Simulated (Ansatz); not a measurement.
CH2O2, SMILES `O[C]O` (excited triplet; H–O–C–O torsion -91°, O–C–O–H torsion -91°) (charge 0, multiplicity 3). This triplet is an excited state, 2.57 eV above the relaxed singlet at the level frozen-core CCSD(T)/cc-pVTZ // PBE0-D3(BJ)/def2-TZVP (Ansatz, a program for electronic structure).

Z-matrix (Å, degrees):
```
C
O 1 1.3394
H 2 0.9683 1 110.86
O 1 1.3394 2 124.47 3 -91.23
H 4 0.9683 1 110.86 2 -91.22
```
Charge 0, spin multiplicity 3.

Frozen-core energies in cc-pVDZ from Ansatz at a geometry from PBE0-D3(BJ)/def2-TZVP; the HF reference has <S^2> = 2.01 and the T1 diagnostic is 0.018.

| level | energy (Ha) |
|---|---|
| HF | -188.65728 |
| MP2 | -189.11473 |
| CCSD | -189.13543 |

Question: Estimate the energies of CCSD(T), CCSDT and CCSDT(Q), and give each level's difference from CCSDT(Q).

Answer: 
```tsv
level	energy (Ha)	difference from CCSDT(Q) (mHa)
MP2	-189.11473	34.04
CCSD	-189.13543	13.33
CCSD(T)	-189.14679	1.98
CCSDT	-189.14751	1.26
CCSDT(Q)	-189.14877	0.00
```
